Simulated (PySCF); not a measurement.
## Ge (germanium, neutral) across methods

[Ar] 3d10 4s1 4p3, high-spin 5S determinant (an excited configuration). Calculation: PySCF 2.14, in dyall-ae2z (15s11p7d2f, 97 functions); the spin-free X2C one-electron Hamiltonian (Gaussian nucleus).

```
   method  E (hartree)  mean ε 3d β (eV)  mean ε 4s α (eV)  mean ε 4p α (eV)  Σ⟨r²⟩ (bohr²)   ⟨S²⟩
      LDA    -2095.268           -30.387           -13.687            -5.414          41.81  6.001
  LC-wPBE    -2098.325           -35.575           -19.045            -9.062          41.40  6.002
  r2SCANh    -2098.539           -32.100           -15.022            -6.108          41.48  6.002
BHandHLYP    -2098.522           -37.624           -17.041            -7.197          41.70  6.001
      PBE    -2098.265           -29.986           -13.531            -5.327          41.74  6.001
     PBE0    -2098.301           -33.816           -15.448            -6.439          41.65  6.001
      UHF  -2096.95464           -44.437           -20.550            -9.316          42.15  6.003
   revPBE    -2098.437           -29.896           -13.489            -5.304          41.71  6.001
```

(1) Estimate the same row for r2SCAN.

## Answers

(1) E (hartree) = -2098.551; mean ε 3d β (eV) = -30.631; mean ε 4s α (eV) = -14.356; mean ε 4p α (eV) = -5.716; Σ⟨r²⟩ (bohr²) = 41.48; ⟨S²⟩ = 6.003.
